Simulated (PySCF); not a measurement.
# Static response to an electric field

C₄H₇O₂P.
Structure used (GFN2-xTB), in Å, numbered top down from 1:
```
atom  x, y, z in Å
C1    -1.0952    1.4861    0.2815
O2    -0.2764    0.4362   -0.1712
C3    -0.5336   -0.8264    0.3985
C4     0.6677   -1.6993    0.0915
P5     2.2467   -0.8256    0.6323
C6     1.7820    0.7463    0.3875
O7     1.8889    1.9092    0.3881
H8    -2.1013    1.3982   -0.1400
H9    -0.6320    2.4090   -0.0645
H10   -1.1602    1.4990    1.3748
H11   -0.6765   -0.7321    1.4847
H12   -1.4458   -1.2546   -0.0404
H13    0.7318   -1.8936   -0.9809
H14    0.6034   -2.6529    0.6160
```

Level: CAM-B3LYP/def2-SVPD (PySCF), static field, nuclei fixed, core orbitals frozen in the response. The polarisability tensor in these axes (au):

```
x   87.11 -3.43  3.10
y   -3.43 97.43 -0.92
z    3.10 -0.92 62.21
```

Task: What are the eigenvalues, a third of the trace, and Δα (Δα² = ½Σ(αi − αj)² over the three pairs)?

Result: Principal values 61.82, 86.37 and 98.56 au; mean 82.25 au = 12.19 Å³ = 13.56 × 10⁻⁴⁰ C²·m²/J; Δα = 32.41 au (39 % of the mean).

Task: What is the dipole moment, and where does it point?

Result: (-3.61, -1.39, 0.15) D, 3.87 D in size, pointing from the negative to the positive side. Measured along this direction, the outermost atoms are O7 at the negative end and H12 at the positive end.

Task: Find the Langevin capture rate constant for O2+ (31.990 u) meeting this molecule (118.018 u), k = 2.342 × 10⁻⁹ cm³/s × √(α in Å³ / reduced mass in u).

Result: The reduced mass is 25.17 u, so k = 1.63 × 10⁻⁹ cm³/s. The formula leaves out the permanent dipole, which adds to the capture rate.

Task: What depolarisation ratio follows for Rayleigh scattering of linearly polarised light, taking the static tensor?

Result: ρ = 3Δα²/(45ᾱ² + 4Δα²) = 3151.2/(304438 + 4201.6) = 0.0102.

Task: What would n − 1 = 2πNα be for an ideal gas of these molecules at 350 K and 1 atm, electronic part alone?

Result: N = p/kT = 2.0968 × 10¹⁹ cm⁻³, so n − 1 = 2π × N × 12.19 × 10⁻²⁴ cm³ = 1606 × 10⁻⁶ at long wavelengths.

Task: What molar refraction does this α imply?

Result: Lorentz–Lorenz: R = (4π/3)N_A α = 2.5225 cm³/(mol·Å³) × 12.19 Å³ = 30.7 cm³/mol, in the limit of long wavelengths.

The structure is a single GFN2-xTB conformer in the gas phase; no vibrational or solvent corrections.

The run behind these numbers computed excited states as well. Rough CPU time on one thread of a shared machine: about 70 s.
